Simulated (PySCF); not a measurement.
BH4NO2. Atoms are numbered in the order given.

```xyz
8

B      0.0000     0.0000    -0.0051
O      0.0000     1.2188    -0.6547
H      0.0000     1.1643    -1.6150
O      0.0000    -1.2188    -0.6547
H      0.0000    -1.1643    -1.6150
N      0.0000     0.0000     1.4054
H      0.0000    -0.8533     1.9460
H      0.0000     0.8533     1.9460
```
Charge 0, spin multiplicity 1.

The structure is a stationary point at B3LYP-D3(BJ)/def2-SVP. The values are those of a single conformer.

Method: PySCF with PBE/def2-TZVPD.

Symmetry labels are those of the subgroup C2v that the program uses (full group C2v).

### Question
List the valence orbital energies around the gap with their symmetry. (An estimate is asked for; the answer gives what the named calculation found.)

### Answer

```json
[
 {"orbital": "HOMO−7", "symmetry": "B2", "energy (eV)": "-13.63"},
 {"orbital": "HOMO−6", "symmetry": "B2", "energy (eV)": "-11.48"},
 {"orbital": "HOMO−5", "symmetry": "A1", "energy (eV)": "-10.81"},
 {"orbital": "HOMO−4", "symmetry": "A1", "energy (eV)": "-9.85"},
 {"orbital": "HOMO−3", "symmetry": "B1", "energy (eV)": "-9.25"},
 {"orbital": "HOMO−2", "symmetry": "B2", "energy (eV)": "-7.89"},
 {"orbital": "HOMO−1", "symmetry": "A2", "energy (eV)": "-7.40"},
 {"orbital": "HOMO", "symmetry": "B1", "energy (eV)": "-6.02"},
 {"orbital": "LUMO", "symmetry": "A1", "energy (eV)": "-1.03"},
 {"orbital": "LUMO+1", "symmetry": "A1", "energy (eV)": "0.17"},
 {"orbital": "LUMO+2", "symmetry": "B2", "energy (eV)": "0.55"},
 {"orbital": "LUMO+3", "symmetry": "B2", "energy (eV)": "1.42"}
]
```
